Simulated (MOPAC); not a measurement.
MOPAC input (PM3):

```
PM3 1SCF CHARGE=-1 GEO-OK AUX(PRECISION=9) THREADS=1
H3SSi

Si   -0.86502700 1   -0.33487300 1    0.06425900 1
S     1.03741500 1    0.40160800 1   -0.07706500 1
H    -1.25636600 1   -0.95344400 1    1.38776100 1
H    -1.99173200 1    0.65087300 1   -0.15085700 1
H    -1.24017100 1   -1.43494600 1   -0.90349100 1
```

From the output:

```
                                                       MOPAC v23.2.5 Linux

          FINAL HEAT OF FORMATION =        -22.26054 KCAL/MOL =     -93.13809 KJ/MOL

          COSMO AREA              =        100.31 SQUARE ANGSTROMS
          COSMO VOLUME            =         88.11 CUBIC ANGSTROMS

          IONIZATION POTENTIAL    =          2.996844 EV
          HOMO LUMO ENERGIES (EV) =         -2.997  4.236
          NO. OF FILLED LEVELS    =          7
          MOLECULAR WEIGHT        =         63.1692         POINT GROUP:  C3v

          MOLECULAR DIMENSIONS (Angstroms)

            Atom       Atom       Distance
            H     3    S     2     3.04028
            H     5    H     4     2.34135
            H     5    H     3     1.81622

          SCF CALCULATIONS        =          1

   ATOM   CHEMICAL          X               Y               Z
  NUMBER   SYMBOL      (ANGSTROMS)     (ANGSTROMS)     (ANGSTROMS)

     1      Si         -0.86502700  *  -0.33487300  *   0.06425900  *
     2       S          1.03741500  *   0.40160800  *  -0.07706500  *
     3       H         -1.25636600  *  -0.95344400  *   1.38776100  *
     4       H         -1.99173200  *   0.65087300  *  -0.15085700  *
     5       H         -1.24017100  *  -1.43494600  *  -0.90349100  *

                             CARTESIAN COORDINATES

   1   Si       -0.865027000    -0.334873000     0.064259000
   2    S        1.037415000     0.401608000    -0.077065000
   3    H       -1.256366000    -0.953444000     1.387761000
   4    H       -1.991732000     0.650873000    -0.150857000
   5    H       -1.240171000    -1.434946000    -0.903491000

           Empirical Formula: H3 Si S  =     5 atoms

      MOLECULAR POINT GROUP   :   C3v

                  EIGENVALUES
 -19.22455 -11.80920  -7.71586  -7.71586  -6.23426  -2.99684  -2.99684   4.23583
   5.66145   6.22247   6.22247

              NET ATOMIC CHARGES AND DIPOLE CONTRIBUTIONS

  ATOM NO.   TYPE          CHARGE      No. of ELECS.   s-Pop       p-Pop
    1         Si           0.262215        3.7378     0.97502     2.76277
    2          S          -0.822003        6.8220     1.96530     4.85670
    3          H          -0.146737        1.1467     1.14674
    4          H          -0.146737        1.1467     1.14674
    5          H          -0.146737        1.1467     1.14674
 DIPOLE           X         Y         Z       TOTAL
 POINT-CHG.    -1.684    -0.652     0.125     1.811
 HYBRID        -1.317    -0.510     0.098     1.416
 SUM           -3.002    -1.162     0.223     3.226

          ATOMIC ORBITAL ELECTRON POPULATIONS

     Atom    s        px        py        pz
    1 Si   0.97502   0.95150   0.90922   0.90204
    2  S   1.96530   1.13187   1.80525   1.91958
    3  H   1.14674
    4  H   1.14674
    5  H   1.14674

 **********************
 *                    *
 * JOB ENDED NORMALLY *
 *                    *
 **********************

 == MOPAC DONE ==
```

The dipole moment of an ion depends on the origin.

The geometry given is a B3LYP-D3(BJ)/def2-TZVP minimum.
